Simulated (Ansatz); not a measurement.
Diatomic CI, multiplicity 4 (an upper state: multiplicity 2 came lower at CCSD(T)/def2-TZVPP on PBE0 minima). No spin–orbit coupling.

Seven points along R, fitted to fifth degree in 1/R; most abundant isotopes. In def2 and cc sets the state is the lowest found near the PBE0 minimum, followed along R.

Programs: Ansatz (an electronic-structure program).  In def2 rows elements past Kr take small-core potentials, without spin–orbit coupling.

Energies at wB97X-V/def2-TZVPP:

| R (Å) | E (hartree) |
|---|---|
| 1.861856 | -335.54611292 |
| 1.911906 | -335.55137402 |
| 1.957952 | -335.55404732 |
| 2.010004 | -335.55512270 |
| 2.062055 | -335.55462277 |
| 2.122115 | -335.55263621 |
| 2.192185 | -335.54907735 |

Problem. With a reduced mass of 10.9633 u, find the minimum, the force constant and the constants.

Solution. A fifth-degree polynomial in 1/R puts the minimum at r_e = 2.0171 Å with force constant 242 N/m. Then ω_e = (1/2πc)√(k/μ) = 612 cm⁻¹ and B_e = h/(8π²cμr_e²) = 0.3779 cm⁻¹; the cubic and quartic terms give α_e = 0.0040 and ω_e x_e = 6.5 cm⁻¹.
